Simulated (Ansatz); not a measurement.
Relaxation of C2H9BO (13 atoms, charge 0, multiplicity 1), to a largest force component of 0.03 eV/Å in at most 50 steps.

Level of theory: Ansatz, RKS PBE/6-31G*.

```xyz
13
Properties=species:S:1:pos:R:3:forces:R:3
B -0.027 0.146 0.203 -0.04 -0.34 0.25
C -0.064 0.179 1.796 0.03 0.13 -0.11
H -0.976 -0.233 2.269 -0.01 -0.01 -0.01
H 0.830 -0.270 2.265 -0.01 0.01 0.01
H -0.033 1.248 2.101 0.01 -0.02 -0.03
H 1.035 0.360 -0.333 0.02 0.02 -0.04
C -1.345 0.139 -0.664 -0.04 0.01 -0.01
H -2.212 -0.368 -0.200 0.02 0.00 0.02
H -1.653 1.200 -0.775 0.01 0.03 -0.04
H -1.209 -0.243 -1.691 0.01 0.02 0.01
O 0.093 -2.448 0.345 -0.12 0.47 0.45
H -0.789 -2.507 -0.077 0.02 0.01 0.02
H -0.116 -2.068 1.238 0.11 -0.33 -0.50
```

Task: Where does it end, and by what steps?

Result: It converged. The force dipped under the threshold on the way, but the program's further checks kept it going. After 22 steps the energy has fallen by 0.284 eV; H12 moved furthest, 0.87 Å. Joined: B1–O11 (2.60 → 1.79 Å).

| step | energy less start (eV) | largest force component (eV/Å) | accepted |
| --- | --- | --- | --- |
| 0 | 0.0000 | 0.495 | yes |
| 1 | -0.0096 | 2.063 | yes |
| 2 | -0.1505 | 1.668 | yes |
| 3 | -0.1744 | 1.084 | yes |
| 4 | -0.0983 | 1.478 | no |
| 5 | -0.2613 | 0.115 | yes |
| 6 | -0.2609 | 0.184 | no |
| 7 | -0.2640 | 0.034 | yes |
| 8 | -0.2650 | 0.015 | yes |
| 9 | -0.2656 | 0.167 | yes |
| 10 | -0.2668 | 0.127 | yes |
| 11 | -0.2687 | 0.322 | yes |
| 12 | -0.2725 | 0.282 | yes |
| 13 | -0.0560 | 2.089 | no |
| 14 | -0.2796 | 0.061 | yes |
| 15 | -0.2818 | 0.012 | yes |
| 16 | -0.2756 | 0.554 | no |
| 17 | -0.2827 | 0.086 | yes |
| 18 | -0.2835 | 0.092 | yes |
| 19 | -0.2839 | 0.041 | yes |
| 20 | -0.2841 | 0.035 | yes |
| 21 | -0.2842 | 0.032 | yes |
| 22 | -0.2843 | 0.005 | yes |

```xyz
13
Properties=species:S:1:pos:R:3
B -0.031 -0.192 0.296
C -0.031 0.236 1.841
H -0.924 -0.104 2.405
H 0.866 -0.100 2.392
H -0.040 1.341 1.906
H 1.003 0.016 -0.318
C -1.387 0.033 -0.543
H -2.307 -0.304 -0.023
H -1.520 1.119 -0.713
H -1.387 -0.423 -1.554
O 0.090 -1.979 0.404
H -0.077 -2.275 -0.517
H -0.720 -2.236 0.900
```

Whether the end is a true minimum wasn't checked by a vibrational analysis.

Run time: 46 s on 1 thread of Intel(R) Xeon(R) Platinum 8488C (Sapphire Rapids), on a shared host, peak memory 0.14 GiB.
